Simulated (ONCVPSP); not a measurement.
**Transferability test, ONCV potential for Cl**

ONCVPSP 4.0.1 input, shortened (lines: element, Z, core and valence counts, functional; n l f; lmax; l rc ep ncon nbas qcut; lloc lpopt rc5 dvloc0; l nproj debl; icmod fcfact rcfact), PBE, scalar-relativistic:

```
  Cl 17.00    3    2        4      upf
    1    0    2.00
    2    0    2.00
    2    1    6.00
    3    0    2.00
    3    1    5.00
    2
    0    1.20    0.00    4    8    4.60
    1    1.40    0.00    4    7    5.80
    2    1.10    0.26    4    9    8.70
    4    5    0.85    1.00
    0    2    2.90
    1    2    3.60
    2    2    2.40
    4    0.55    0.00
```

Energies are relative to the spin-unpolarised reference configuration 3s2 3p5; without spin polarisation the order of configurations can differ from experiment.

Question: Give the all-electron excitation energy and the error of the potential for: 3s2 3p4; 3s2 3p3; 3s2 3p2; 3s1 3p5.

Answer:

| valence configuration | charge | ΔE all-electron (eV) | error AE − PS (meV) |
| --- | --- | --- | --- |
| 3s2 3p4 | +1 | 13.875 | +0.2 |
| 3s2 3p3 | +2 | 39.322 | +8.5 |
| 3s2 3p2 | +3 | 77.629 | +40 |
| 3s1 3p5 | +1 | 26.584 | -1.9 |

Levels in the configuration 3s2 3p3:

```
level  all-electron (eV)  pseudo (eV)
   3s            -44.917      -44.901
   3p            -31.685      -31.666
```

Note: no bound ghost flagged; GHOST(+) flagged for s at 122.9 eV.
